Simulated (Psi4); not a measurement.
C$_{3}$H$_{5}$ (SMILES C=C[CH2-]), charge -1, singlet, at a GFN2-xTB geometry (a gas-phase anion, which may not be bound at this level); CEPA(1)/aug-cc-pVDZ (Psi4 1.11).

The Psi4 input:
```
memory 2 GB

molecule {
-1 1
C     1.24912922   -0.00081785   -0.14395728
C    -0.04376143    0.37678916    0.12723292
H     1.49612271   -0.99599889   -0.49512334
H     2.08355553    0.68163225   -0.01861477
H    -0.16401581    1.41218838    0.47686311
C    -1.20905778   -0.34420025    0.02745271
H    -2.17283379    0.08706025    0.27818432
H    -1.22068872   -1.37550835   -0.30567940
}

set {
  basis aug-cc-pvdz
}

energy('cepa(1)')
print_variables()
```

The log (banner, timings and long lists left out):

```
   => Loading Basis Set <=

    Name: AUG-CC-PVDZ
    Role: ORBITAL
    Keyword: BASIS

         ---------------------------------------------------------
                                   SCF
               by Justin Turney, Rob Parrish, Andy Simmonett
                          and Daniel G. A. Smith
                              RHF Reference
         ---------------------------------------------------------

  ==> Geometry <==

    Molecular point group: c1
    Full point group: C1

    Geometry (in Angstrom), charge = -1, multiplicity = 1:

       Center              X                  Y                   Z               Mass
    ------------   -----------------  -----------------  -----------------  -----------------
         C            1.249664482736    -0.005426493626    -0.145513512541    12.000000000000
         C           -0.043226167264     0.372180516374     0.125676687459    12.000000000000
         H            1.496657972736    -1.000607533626    -0.496679572541     1.007825032230
         H            2.084090792736     0.677023606374    -0.020171002541     1.007825032230
         H           -0.163480547264     1.407579736374     0.475306877459     1.007825032230
         C           -1.208522517264    -0.348808893626     0.025896477459    12.000000000000
         H           -2.172298527264     0.082451606374     0.276628087459     1.007825032230
         H           -1.220153457264    -1.380116993626    -0.307235632541     1.007825032230

  Running in c1 symmetry.

  Rotational constants: A =      1.97801  B =      0.33513  C =      0.28658 [cm^-1]
  Rotational constants: A =  59299.38958  B =  10046.94325  C =   8591.33537 [MHz]
  Nuclear repulsion =   64.943254374020242

  Charge       = -1
  Multiplicity = 1
  Electrons    = 24
  Nalpha       = 12
  Nbeta        = 12

  ==> Algorithm <==

  SCF Algorithm Type is PK.
  DIIS enabled.
  MOM disabled.
  Fractional occupation disabled.
  Guess Type is SAD.
  Energy threshold   = 1.00e-08
  Density threshold  = 1.00e-08
  Integral threshold = 1.00e-12

  ==> Primary Basis <==

  Basis Set: AUG-CC-PVDZ
    Blend: AUG-CC-PVDZ
    Number of shells: 52
    Number of basis functions: 114
    Number of Cartesian functions: 120
    Spherical Harmonics?: true
    Max angular momentum: 2

  ==> Integral Setup <==

  Using in-core PK algorithm.
   Calculation information:
      Number of atoms:                   8
      Number of AO shells:              52
[...]
  @RHF Final Energy:  -116.43809753397787
    Total Energy =                       -116.4380975339778672
[...]
      2   2 1   -0.4917529128   -0.0144501858    0.0257751028        3
      3   3 1   -0.4955571652   -0.0038042523    0.0116561727        2
      4   4 1   -0.4956028566   -0.0000456914    0.0044546507        2
      5   5 1   -0.4956805630   -0.0000777064    0.0018532090        1
      6   6 1   -0.4956980251   -0.0000174621    0.0007458157        1
      7   7 1   -0.4956888230    0.0000092021    0.0003082037        5
      8   8 1   -0.4956879331    0.0000008899    0.0001391504        1
      9   8 2   -0.4956889068   -0.0000009737    0.0000514337        2
     10   8 3   -0.4956876055    0.0000013013    0.0000233264        1
     11   8 4   -0.4956883166   -0.0000007111    0.0000114123        4
     12   8 5   -0.4956885437   -0.0000002271    0.0000044644        2
     13   8 6   -0.4956887557   -0.0000002121    0.0000020062        2
     14   8 7   -0.4956887913   -0.0000000356    0.0000007259        1
     15   8 8   -0.4956887855    0.0000000058    0.0000003176        2
     16   8 1   -0.4956887825    0.0000000030    0.0000001338        2
     17   8 2   -0.4956887829   -0.0000000004    0.0000000558        1

  CEPA(1) iterations converged!

        OS SCS-MP2 correlation energy:          -0.417417792271
        SS SCS-MP2 correlation energy:          -0.037390074937
        SCS-MP2 correlation energy:             -0.454807867208
      * SCS-MP2 total energy:                 -116.892905401186

        OS MP2 correlation energy:              -0.347848160226
        SS MP2 correlation energy:              -0.112170224810
        MP2 correlation energy:                 -0.460018385036
      * MP2 total energy:                     -116.898115919014

        OS CEPA(1) correlation energy:          -0.393394305005
        SS CEPA(1) correlation energy:          -0.102294477879
        CEPA(1) correlation energy:             -0.495688782884
      * CEPA(1) total energy:                 -116.933786316862

  Total time for CEPA(1) iterations:      15.31 s (user)
                                        9.43 s (system)
                                          34 s (total)

  Time per iteration:                   0.90 s (user)
                                        0.55 s (system)
                                        2.00 s (total)

  Variable Map:
  ----------------------------------------------------------------------------
[...]
  Array Variable Map:
  ----------------------------------------------------------------------------
[...]
[...]
```
